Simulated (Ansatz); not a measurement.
`[SiH3][AlH][Al]1[CH2][CH2]1` + H₂O → `[OH][Al]1[CH2][CH2]1` + `[AlH2][SiH3]`  (formal hydrolysis of the Al–Al bond)

Calculated with Ansatz (gas phase, PBE0-D4/def2-TZVP geometries, no zero-point term in ΔE). CBS: MP2 limit from def2 TZ/QZ plus the TZ coupled-cluster correction, frozen cores. This one scheme is used for every species. DFT in def2-TZVPP. Each species was taken in one conformer, which may not be the lowest.

CCSD(T)/CBS gives -83.2 kJ/mol.

Problem. Another level gave -55.0 kJ/mol. Which?
A. PBE0/def2-TZVPP
B. MP2/def2-TZVPP
C. PBE/def2-TZVPP
D. r2SCAN-D4/def2-TZVPP

Solution. C. PBE -55.0, MP2/def2-TZVPP -93.5, PBE0 -65.4, r2SCAN-D4 -74.1 kJ/mol.

Largest T1 diagnostic among the species: 0.017.

At CCSD(T), def2-SVP lies −4.2 kJ/mol from the extrapolated value and def2-TZVPP +0.1 kJ/mol. Leaving LDA and LC-ωPBE aside and taking each functional with its dispersion term where it has one, the values, not all of them listed here, spread over 47.4 kJ/mol, from CAM-B3LYP-D4 to PBE-D4. From BLYP to BHLYP (50 % exact exchange), in def2-TZVPP and without D4, ΔE moves by −18.4 kJ/mol.
